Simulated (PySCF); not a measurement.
## `CS[C@@H](C#N)[S@@](=O)[O-]`: 4 charge schemes on one density

C3H4NO2S2 (charge -1).
Geometry (GFN2-xTB, Å), atoms numbered from 1 in this order:
```xyz
12
C3H4NO2S2 angstrom
C     -1.7381   -0.3937    0.4953
S     -1.1309   -0.2116   -1.2104
C      0.5873    0.2630   -0.8896
C      0.7165    1.6583   -0.8421
N      0.7750    2.8025   -0.7087
S      1.3705   -0.4657    0.8919
O      0.9659   -1.8844    0.8347
O      2.7956   -0.2618    0.5993
H     -1.1638   -1.1779    0.9797
H     -2.7876   -0.6650    0.4274
H     -1.6227    0.5535    1.0158
H      1.2334   -0.2178   -1.6192
```

Density: PBE0/pcSseg-1 (PySCF); schemes: Mulliken, IAO, Hirshfeld and ESP-fitted. One conformer (not necessarily the lowest) at the GFN2-xTB geometry, without solvent, vibrations or thermal averaging. The pcSseg-1 basis has no diffuse functions, a weakness for an anion.

Problem. What partial charge does each atom carry?

Solution. In e:

| atom | environment | Mulliken | IAO | Hirshfeld | ESP-fitted |
| --- | --- | --- | --- | --- | --- |
| C1 | S-methyl carbon | -0.394 | -0.514 | -0.145 | -0.182 |
| S2 | sulfide sulfur | -0.041 | +0.069 | -0.062 | -0.287 |
| C3 | sp3 carbon bound to sulfur | -0.561 | -0.474 | -0.106 | -0.199 |
| C4 | nitrile carbon | +0.179 | +0.143 | +0.030 | +0.337 |
| N5 | nitrile nitrogen | -0.327 | -0.343 | -0.306 | -0.538 |
| S6 | sulfur bonded to C and 2 O | +0.808 | +1.329 | +0.284 | +0.352 |
| O7 | oxygen bonded to S | -0.636 | -0.928 | -0.397 | -0.443 |
| O8 | oxygen bonded to S | -0.633 | -0.923 | -0.414 | -0.496 |
| H9 | methyl hydrogen | +0.178 | +0.174 | +0.020 | +0.040 |
| H10 | methyl hydrogen | +0.117 | +0.142 | +0.033 | +0.130 |
| H11 | methyl hydrogen | +0.135 | +0.146 | +0.029 | +0.086 |
| H12 | methine hydrogen | +0.174 | +0.179 | +0.034 | +0.200 |

Mean size of the charges over all atoms: IAO 0.447 e, Mulliken 0.349 e, ESP-fitted 0.274 e, Hirshfeld 0.155 e. Each set sums to the total charge, -1, to within 0.001 e. The Hirshfeld scheme weights the molecular density at each point by an atom's share of the summed free-atom densities. The ESP scheme is a least-squares fit of atom-centred charges to the potential on four shells outside the van der Waals surface, with the total charge fixed.

Lowest charge. The schemes don't all agree: Mulliken O7 (-0.636); IAO O7 (-0.928); Hirshfeld O8 (-0.414); ESP-fitted N5 (-0.538).

Highest charge. All schemes agree: Mulliken S6 (+0.808); IAO S6 (+1.329); Hirshfeld S6 (+0.284); ESP-fitted S6 (+0.352).

Problem. How many electrons does the IAO scheme count on N5?

Solution. Z − q = 7 − (-0.343) ≈ 7.342.

Problem. Sum the charges by element, for elements with more than one atom.

Solution. 
| element | atoms | Mulliken | IAO | Hirshfeld | ESP-fitted |
| --- | --- | --- | --- | --- | --- |
| C | 3 | -0.777 | -0.845 | -0.221 | -0.044 |
| S | 2 | +0.767 | +1.398 | +0.223 | +0.065 |
| O | 2 | -1.268 | -1.852 | -0.810 | -0.939 |
| H | 4 | +0.604 | +0.641 | +0.116 | +0.456 |
